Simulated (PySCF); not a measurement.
**Worked example: chemical shift, span and skew from a shielding tensor**

Ge(Me)(NH2)3 (CH9GeN3), SMILES [CH3][Ge]([NH2])([NH2])[NH2]. Atoms are numbered in the order given.

```xyz
14

C      1.8066    -0.6860     0.0000
Ge    -0.0077    -0.0030     0.0000
N     -0.2378     0.9043     1.5858
N     -1.2863    -1.3022     0.0000
N     -0.2378     0.9043    -1.5858
H      2.5448     0.1304     0.0000
H      1.9704    -1.3062     0.8925
H      1.9704    -1.3062    -0.8925
H     -1.0746     1.4783     1.6469
H      0.5581     1.4642     1.8795
H     -1.8554    -1.3688     0.8366
H     -1.8554    -1.3688    -0.8366
H      0.5581     1.4642    -1.8795
H     -1.0746     1.4783    -1.6469
```
Charge 0, spin multiplicity 1.

Geometry optimised at PBE0-D3(BJ)/def2-SVP. One conformer was computed; it need not be the lowest.

GIAO shieldings from PBE0/pcSseg-1 in PySCF, non-relativistic, no solvent. The symmetric part of the tensor of C1 has the principal values 181.0, 182.0, 195.1 ppm. The same nucleus in TMS has σ = 186.3 ppm at this level (PySCF, at its B3LYP-D3(BJ)/def2-TZVP geometry).

### Question
Work out the isotropic shielding, the ¹³C shift against TMS, the span and the skew.

### Answer

σ(iso) = (σ11 + σ22 + σ33)/3 = 186.0 ppm. δ = σ(ref) − σ(iso) = 186.3 − (186.0) = 0.3 ppm.
Span Ω = σ33 − σ11 = 14.1 ppm. Skew κ = 3(σ(iso) − σ22)/Ω = 0.86. Tumbling in solution averages the tensor to δ; in a static solid the shielding alone would spread this spin-1/2 line over Ω.
